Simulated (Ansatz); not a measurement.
Two isomers of C2H5BO2: A = `OC1(O)BC1`, B = `CB(O)C=O`.

Program: Ansatz. Geometries: PBE0-D4/def2-TZVP. ΔE: electronic, gas phase. CCSD(T)/CBS is the MP2 limit (def2-TZVPP, def2-QZVPP) plus CCSD(T) − MP2 in def2-TZVPP, frozen cores. Functionals use def2-TZVPP. Each species was taken in one conformer, which may not be the lowest.

A:

```xyz
10

O    -1.5616    0.2936   -0.5021
C    -0.2300   -0.0307   -0.3332
O     0.5575    0.0877   -1.4827
B     0.2646   -1.0661    0.6911
C     0.5054    0.4353    0.9099
H    -1.6169    1.2439   -0.6632
H     0.2522   -0.5757   -2.1109
H     0.4775   -2.1849    1.0150
H    -0.1403    0.9114    1.6461
H     1.4917    0.8855    0.8300
```

B:

```xyz
10

C     0.732    1.230   -0.095
B    -0.303    0.088    0.118
O    -1.550    0.310    0.567
C    -0.001   -1.477   -0.179
O    -0.880   -2.289    0.018
H     1.657    1.023    0.455
H     0.359    2.210    0.203
H     1.028    1.278   -1.150
H    -2.024   -0.536    0.621
H     0.982   -1.837   -0.556
```

Problem. Which isomer does CCSD(T)/CBS put lower? Give the gap. (Best estimate.)

Solution. Ansatz gave: B, by 327.4 kJ/mol.

Problem. Give E(B) − E(A) in kJ/mol with CCSD(T)/def2-TZVPP, LDA (SPW92), HF/def2-TZVPP, ωB97M-V, CCSD/def2-TZVPP, BLYP-D4, r2SCAN-D4. (An estimate is asked.)

Solution. Ansatz gave: CCSD(T)/def2-TZVPP -332.8, LDA (SPW92) -284.1, HF/def2-TZVPP -343.3, ωB97M-V -319.6, CCSD/def2-TZVPP -331.6, BLYP-D4 -334.5, r2SCAN-D4 -315.7. None reverses the order clearly.

Problem. Does the order hold for the free energy at 298.15 K (harmonic terms from PBE0-D4)? (Estimate.)

Solution. Ansatz gave: Yes: G(B) − G(A) = -326.9 kJ/mol, for one conformer each.

Largest T1 diagnostic: 0.015.

Leaving LDA and LC-ωPBE aside and taking each functional with its dispersion term where it has one, the values, not all of them listed here, spread over 28.0 kJ/mol, from B2PLYP to PBE0-D4. LDA lies +26.1 kJ/mol from PBE without D4. From BLYP to BHLYP (50 % exact exchange), in def2-TZVPP and without D4, E(B) − E(A) moves by +6.3 kJ/mol.
